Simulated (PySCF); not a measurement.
A structure optimised at B3LYP-D3(BJ)/def2-TZVP, used in a PySCF frequency run:

```xyz
3

Al     0.0000     0.0000    -0.5886
O      0.0000     0.0000    -2.1853
Cl     0.0000     0.0000     1.4785
```
Charge 0, spin multiplicity 1.

Write its SMILES, formula and point group.

[O]=[Al][Cl], AlClO, C∞v

What are its rotational constants (standard atomic weights)?

3.0965 GHz (linear rotor, B only)
